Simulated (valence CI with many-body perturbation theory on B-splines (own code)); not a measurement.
# W24+: calculated level list

Calculated by relativistic CI+MBPT: four valence electrons over a frozen Dirac-Fock core [Kr] 4d10, a basis of 7 s, 7 p, 7 d, 7 f, 4 g, 2 h functions for each j, with the one-electron correlation potential Σ1, the two-electron term Σ2, the three-electron term Σ3, Breit, model QED; selected CI, second order for the rest (own B-spline code, finite nucleus).

No measured levels were compared; by estimate terms of the open shell hold to a few per cent of their energy, and close levels can change places.

Levels 181 to 201 of 201, with energies above the lowest level, 4f4 5I_4. "Leading %" is the weight of the configuration and term that name the level; weights of strongly mixed levels are sums over their largest components and can fall short. In the jj column 3d3/2^4 stands for four electrons in 3d with j = 3/2.

| No. | Configuration | Term | J | E (cm⁻¹) | Leading % | Second component | Leading jj |
| --- | --- | --- | --- | --- | --- | --- | --- |
| 181 | 4f3.5s | 1F° | 3 | 924340 | 67 | 10 % 4f3.5s 3D° | 4f5/2 4f7/2^2 5s (55 %) |
| 182 | 4f3.5s | 3G° | 5 | 928570 | 91 | 5 % 4f3.5s 1H° | 4f5/2 4f7/2^2 5s (76 %) |
| 183 | 4f3.5s | 3G° | 4 | 929920 | 86 | 5 % 4f3.5s 1G° | 4f5/2 4f7/2^2 5s (64 %) |
| 184 | 4f3.5s | 3G° | 3 | 932610 | 84 | 9 % 4f3.5s 1F° | 4f5/2^2 4f7/2 5s (43 %) |
| 185 | 4f3.5s | 1G° | 4 | 938090 | 86 | 7 % 4f3.5s 3F° | 4f5/2 4f7/2^2 5s (56 %) |
| 186 | 4f3.5s | 3F° | 4 | 987670 | 89 | 4 % 4f3.5s 1G° | 4f7/2^3 5s (46 %) |
| 187 | 4f3.5s | 3F° | 3 | 989960 | 81 | 12 % 4f3.5s 1F° | 4f7/2^3 5s (39 %) |
| 188 | 4f3.5s | 3F° | 2 | 993520 | 99 |  | 4f5/2 4f7/2^2 5s (84 %) |
| 189 | 4f3.5s | 1F° | 3 | 999240 | 84 | 14 % 4f3.5s 3F° | 4f5/2 4f7/2^2 5s (70 %) |
| 190 | 4f3.5p | 5K | 5 | 1105700 | 57 | 33 % 4f3.5p 3I | 4f5/2^3 5p1/2 (85 %) |
| 191 | 4f3.5p | 3H | 4 | 1115300 | 44 | 36 % 4f3.5p 5I | 4f5/2^3 5p1/2 (80 %) |
| 192 | 4f3.5p | 5K | 6 | 1129000 | 56 | 16 % 4f3.5p 3I | 4f5/2^2 4f7/2 5p1/2 (94 %) |
| 193 | 4f3.5p | 5I | 5 | 1132900 | 35 | 29 % 4f3.5p 3H | 4f5/2^2 4f7/2 5p1/2 (92 %) |
| 194 | 4f3.5p | 5G | 2 | 1142400 | 46 | 34 % 4f3.5p 3F | 4f5/2^3 5p1/2 (79 %) |
| 195 | 4f3.5p | 3D | 1 | 1147000 | 45 | 27 % 4f3.5p 5F | 4f5/2^3 5p1/2 (79 %) |
| 196 | 4f3.5p | 5K | 7 | 1147700 | 38 | 23 % 4f3.5p 3K | 4f5/2 4f7/2^2 5p1/2 (54 %) |
| 197 | 4f3.5p | 5H | 6 | 1150100 | 38 | 24 % 4f3.5p 5I | 4f5/2 4f7/2^2 5p1/2 (64 %) |
| 198 | 4f3.5p | 3I | 5 | 1153500 | 28 | 13 % 4f3.5p 3H | 4f5/2^2 4f7/2 5p1/2 (83 %) |
| 199 | 4f3.5p | 3H | 4 | 1155900 | 27 | 15 % 4f3.5p 3F | 4f5/2^2 4f7/2 5p1/2 (81 %) |
| 200 | 4f3.5p | 5G | 3 | 1156600 | 42 | 11 % 4f3.5p 5H | 4f5/2^2 4f7/2 5p1/2 (49 %) |
| 201 | 4f3.5p | 3D | 2 | 1158300 | 28 | 26 % 4f3.5p 5F | 4f5/2^2 4f7/2 5p1/2 (69 %) |

Names give the largest LS component (configuration and term), which can be under half, so a name can repeat, a term be missing and a line seem to break the LS rules; names also repeat where a configuration has a term twice.
